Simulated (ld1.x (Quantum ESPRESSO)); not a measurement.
# Pseudopotential generation for La: PAW, PBE, scalar-relativistic.

La, PAW, made with ld1.x (Quantum ESPRESSO) 7.5 (PBE, scalar-relativistic). Core [Kr] 4d10, reference 4f0 5s2 5p6 5d1 6s2 6p0. Waves: 5s (bound): rcut 2.15, rcutus 2.30 bohr; 6s (bound): rcut 2.15, rcutus 2.30 bohr; 5p (bound): rcut 2.85, rcutus 3.30 bohr; 6p (bound, empty): rcut 2.85, rcutus 3.30 bohr; 5d (bound): rcut 2.85, rcutus 3.25 bohr; 5d channel at 0.8 Ry: rcut 2.85, rcutus 3.25 bohr; 4f (bound, empty): rcut 1.85, rcutus 2.20 bohr; 4f channel at 0.05 Ry: rcut 1.85, rcutus 2.20 bohr. Local part: all-electron potential smoothed inside 1.65 bohr (lloc = -2). Core correction: Bessel-smoothed model core inside 2.10 bohr. Augmentation charge: PSQ, inside the norm-conserving radii.

Calculated quality:

| Property | Result |
| --- | --- |
| Configuration tests | test run stopped at test 3 of 7 (negative rho) |
| Lowest eigenvalue of the overlap operator | -0.19 (p channel); it is negative, so in a basis up to 400 Ry S is not positive definite and the file is unfit for use |
| Density cutoff estimated by the generator | 170 Ry |

The ghost test of this file was not conclusive. Its overlap operator is not positive definite in a basis up to 400 Ry (lowest eigenvalue p -0.19, d -0.10), so the file is unfit for use: the generalised eigenproblem breaks down once the basis is large enough, and its test numbers describe a broken file.

Generation and tests took about 1.4 s on one core of a shared server CPU.
